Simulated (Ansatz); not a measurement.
Input and output for Si₁₄H₂₂, a nanocrystal with a defect cut from the lattice of silicon (two caps of one atom removed).

```yaml
crystal:
  periodic: [false, false, false]
  atoms:
    - {symbol: Si, position_ang: [-4.106130, 1.303861, 0.176987]}
    - {symbol: Si, position_ang: [1.432466, -4.150609, 0.077152]}
    - {symbol: Si, position_ang: [-1.285753, -1.492247, 0.187414]}
    - {symbol: Si, position_ang: [1.466758, -1.462427, 3.025275]}
    - {symbol: Si, position_ang: [1.491251, 1.287956, 0.188329]}
    - {symbol: Si, position_ang: [-1.309318, 4.104615, 0.177645]}
    - {symbol: Si, position_ang: [4.151975, -1.428049, 0.076283]}
    - {symbol: Si, position_ang: [-2.826092, -0.230435, -1.069179]}
    - {symbol: Si, position_ang: [-2.917732, 2.913664, 1.419635]}
    - {symbol: Si, position_ang: [-0.114524, -2.957453, -1.226258]}
    - {symbol: Si, position_ang: [2.724227, -2.721028, 1.446839]}
    - {symbol: Si, position_ang: [0.227707, 2.827209, -1.067873]}
    - {symbol: Si, position_ang: [2.956798, 0.118178, -1.226202]}
    - {symbol: Si, position_ang: [0.177313, -0.177116, 1.493401]}
    - {symbol: H, position_ang: [-5.009957, 2.037780, -0.784229]}
    - {symbol: H, position_ang: [-4.984001, 0.520641, 1.121920]}
    - {symbol: H, position_ang: [2.353389, -5.003535, -0.761855]}
    - {symbol: H, position_ang: [0.643309, -5.071986, 0.975244]}
    - {symbol: H, position_ang: [-2.073252, -2.349006, 1.153678]}
    - {symbol: H, position_ang: [2.347447, 2.075849, 1.154754]}
    - {symbol: H, position_ang: [-2.044359, 5.006984, -0.784099]}
    - {symbol: H, position_ang: [-0.528062, 4.984055, 1.122737]}
    - {symbol: H, position_ang: [5.004983, -2.348329, -0.763350]}
    - {symbol: H, position_ang: [5.073393, -0.638313, 0.973816]}
    - {symbol: H, position_ang: [-3.779745, -1.202829, -1.723045]}
    - {symbol: H, position_ang: [-2.083929, 0.484745, -2.166668]}
    - {symbol: H, position_ang: [-3.925808, 3.920252, 1.921838]}
    - {symbol: H, position_ang: [-2.275302, 2.271814, 2.619517]}
    - {symbol: H, position_ang: [-1.094158, -3.913776, -1.860482]}
    - {symbol: H, position_ang: [0.569995, -2.185847, -2.322276]}
    - {symbol: H, position_ang: [3.651627, -3.646922, 2.206305]}
    - {symbol: H, position_ang: [-0.485754, 2.084331, -2.166005]}
    - {symbol: H, position_ang: [1.199031, 3.782517, -1.720910]}
    - {symbol: H, position_ang: [2.184944, -0.566853, -2.321731]}
    - {symbol: H, position_ang: [3.911955, 1.098562, -1.861009]}
    - {symbol: H, position_ang: [-0.724692, 0.723746, 2.306431]}
basis:
  gaussian: {orbitals: "6-31G*"}
magnetization: {spin_polarized: true, initial_magnetization: 2}
hamiltonian: {xc: {name: HSE06}}
correlation: {method: rpa}
scf: {omitted_lower_state_checks: [starts]}
```

```sh
$ ansatz run in.yaml --threads 2 --pin off --events-out ev --progress --plain --max-ram 22528MiB --backend cuda --devices 0, --max-vram 18GiB
```

Shortened log:

```
Functional definition: HSE06
3014 factors; integrals over basis functions are off by at most 5.3e-4 eV
319 factors; integrals over basis functions are off by at most 2.7e-7 eV
mean field evaluation 1: about -110587.6161 eV, gradient 1.4e1 eV
mean field evaluation 2: about -110588.3700 eV, gradient 1.4e1 eV
mean field evaluation 4: about -110590.1133 eV, gradient 5.5e0 eV
mean field evaluation 8: about -110590.3734 eV, gradient 1.8e-1 eV
mean field evaluation 16: about -110590.3738 eV, gradient 6.1e-4 eV
mean field -110590.37377017 eV, -4064.1212752062 hartree, gradient 1.8e-6 eV, S^2 2.006157; 0 other end points of the search recorded, 0 dependent functions left out
70 core orbitals not correlated: weight in the atoms' cores, before any rotation towards them, 1.000 or more for the frozen orbitals, at most 0.000 for the correlated occupied ones
reference -110410.84951921 eV, -4057.5238806691 hartree; 40, 38 occupied and 200, 202 virtual orbitals, 3014 factors
Total energy: -110465.55277718 eV, -4059.5341883205 hartree
Checks for a lower state left out: starts
```

Hardware: 2 threads of AMD EPYC 7R13 on a shared host and a share (18 GiB) of an NVIDIA H100 80GB HBM3. Wall time 10 s, peak host memory 1.8 GiB.

The 6-31G sets use Cartesian d functions. HSE06 is defined as in plane-wave codes, on full-range PBE exchange. Correlated methods freeze 70 core orbitals.
